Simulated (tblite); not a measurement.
Isomers of C4H9NO3Si2. All values are computed: GFN2-xTB (tblite) harmonic vibrations without scaling, gas phase. Errors from tens to a few hundred cm⁻¹ against measured bands are possible. Modes of hydrogen on silicon can be 10 to 20 % off. One conformer each.

Electronic energies: GFN2-xTB at the same geometries; isomer energies are rough at this level and their order can be wrong.

```json
{"SMILES": "O[SiH](O)O[SiH2]n1cccc1", "electronic energy, lowest = 0 (kJ/mol)": "0.0"}
{"SMILES": "C=C1CO[Si@@]1(O[SiH3])C(N)=O", "electronic energy, lowest = 0 (kJ/mol)": "408.9"}
{"SMILES": "C=C[Si@](O)(C=O)[SiH2]C(N)=O", "electronic energy, lowest = 0 (kJ/mol)": "772.6"}
```

How do GFN2-xTB zero-point energies change the relative energies?

```tsv
SMILES	ZPE (kJ/mol)	of it from modes above 1550 cm⁻¹	electronic (kJ/mol)	with ZPE, lowest = 0 (kJ/mol)	lowest mode (cm⁻¹)	rings
O[SiH](O)O[SiH2]n1cccc1	337.2	170.4	0.0	0.0	13	1
C=C1CO[Si@@]1(O[SiH3])C(N)=O	335.7	175.6	408.9	407.5	44	1
C=C[Si@](O)(C=O)[SiH2]C(N)=O	327.1	190.7	772.6	762.5	29	0
```

The zero-point energies span 10.1 kJ/mol, from `C=C[Si@](O)(C=O)[SiH2]C(N)=O` to `O[SiH](O)O[SiH2]n1cccc1`. The order is unchanged.
